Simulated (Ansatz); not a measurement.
Ansatz (an electronic-structure program) input file for C₃H₄BFO, SMILES C1[C@@H](F)B(O)C=1, PBE/def2-TZVPD. Geometry: PBE0-D3(BJ)/def2-SVP. The structure was generated by enumeration; whether it is a known compound was not checked. The values are those of a single conformer.

Ansatz 0.2 input:
```yaml
crystal:
  periodic: [false, false, false]
  atoms:
    - {symbol: O, position_ang: [1.84376779, 0.82989672, 0.01071410]}
    - {symbol: B, position_ang: [0.55504809, 0.55187592, 0.27991032]}
    - {symbol: C, position_ang: [-0.74296362, 1.38470264, 0.29471061]}
    - {symbol: C, position_ang: [-1.40314956, 0.23350941, 0.01078406]}
    - {symbol: C, position_ang: [-0.33311092, -0.79059164, 0.29886698]}
    - {symbol: F, position_ang: [-0.11066475, -1.72594122, -0.69484677]}
    - {symbol: H, position_ang: [2.38286106, 0.03709737, -0.08413632]}
    - {symbol: H, position_ang: [-1.12292988, 2.40710588, 0.32694263]}
    - {symbol: H, position_ang: [-2.42581772, 0.05425287, -0.34966263]}
    - {symbol: H, position_ang: [-0.48816867, -1.32926096, 1.24904281]}
basis:
  gaussian:
    orbitals: def2-TZVPD
hamiltonian:
  xc: {name: PBE}
```

It prints:

```
WARN ansatz: RAYON_NUM_THREADS=2 ignored (pool sized by the plan → 2); use --threads N
Functional definition: PBE
integrals: 0.19 GiB planned
1272 factors; their error is unknown
mean field: 1.50 GiB planned
mean field evaluation 1: about -8596.6414 eV, gradient 8.0e1 eV
mean field evaluation 2: about -8569.4227 eV, gradient 1.3e2 eV
mean field evaluation 4: about -8609.4392 eV, gradient 1.5e1 eV
mean field evaluation 8: about -8609.8965 eV, gradient 1.3e-1 eV
mean field evaluation 16: about -8609.8562 eV, gradient 1.4e-3 eV
mean field -8609.85616282 eV, -316.4063780135 hartree, gradient 6.8e-5 eV, S^2 0.000000; 0 other end points of the search recorded, 0 dependent functions left out
reference -8609.85622179 eV, -316.4063801808 hartree; 22, 22 occupied and 242, 242 virtual orbitals, 1272 factors
Total energy: -8609.85622179 eV, -316.4063801808 hartree
```

The calculation finished and met its thresholds.
